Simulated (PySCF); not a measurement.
# Electron correlation in S⁻ (sulfur, charge -1)

[Ne] 3s2 3p5, 2P determinant. Calculation: PySCF 2.14, in dyall-av2z (13s9p2d, 50 functions); the non-relativistic Hamiltonian (point nucleus). Frozen: [Ne]; 7 electrons correlated; the 16 highest virtual orbitals of each spin left out.

```
  level  correlation energy (mhartree)
   CCSD                        -143.36
    (T)                          -4.19
CCSD(T)                        -147.55
  CCSDT                        -148.18
```

Diagnostics: T1 = 0.012, D1 = 0.0240, largest double amplitude 0.036.

Q: Is a single reference adequate?

A: Yes: T1 lies below 0.03 and no double amplitude reaches 0.07.
